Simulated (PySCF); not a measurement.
C₆ coefficients of unlike pairs at MN15

Calculated with PySCF 2.14 from the dipole response of each species, C₆(A,B) = (3/π) ∫ α_A(iu) α_B(iu) du, in atomic units, from isotropic polarisabilities. For ions this is the dispersion term alone; charge-induced terms of lower order in 1/R come first.

| species | configuration | basis | relativity | α (bohr³) | C₆ (like pair) |
| --- | --- | --- | --- | --- | --- |
| Ne²⁺ | [He] 2s2 2p4 (3P) | aug-cc-pVTZ-DK (5s4p3d2f) | spin-free X2C | 0.8701 | 1.090 |
| Bi⁺ | [Xe] 4f14 5d10 6s2 6p2 (3P) | aug-cc-pVQZ-PP with one added diffuse shell each of s, p, d, f, g type with ECP60MDF (8s8p6d4f3g) | core potential | 26.40 | 239.0 |
| Zn³⁺ | [Ar] 3d9 (2D) | aug-cc-pVQZ-DK (9s8p6d4f3g2h) | spin-free X2C | 1.522 | 3.449 |

(1) Estimate C₆ for Zn³⁺ with Ne²⁺.

No spin-orbit coupling is included, so Bi⁺, close to jj coupling, stand for model states.

The other pairs:

```tsv
pair	C₆
Zn³⁺, Bi⁺	23.78
Bi⁺, Ne²⁺	13.56
```

Answers

(1) The integral gives 1.935. The combination rule 2 C_A C_B / (C_A α_B/α_A + C_B α_A/α_B) gives 1.939 and the geometric mean 1.939.
